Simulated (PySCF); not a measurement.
An element was calculated at PBE0 (PySCF 2.14, spin-free X2C, a triple-zeta basis, no spin-orbit coupling), in the ground configurations that NIST lists.

| Property | Result |
| --- | --- |
| first ionisation energy | 9.297 eV |
| second ionisation energy | 18.356 eV |
| third ionisation energy | 39.638 eV |

Question: Which element is it?

Answer: Zinc (Zn, Z = 30), in x2c-TZVPPall. NIST lists 9.394, 17.964, 39.723 eV for these ionisation energies.
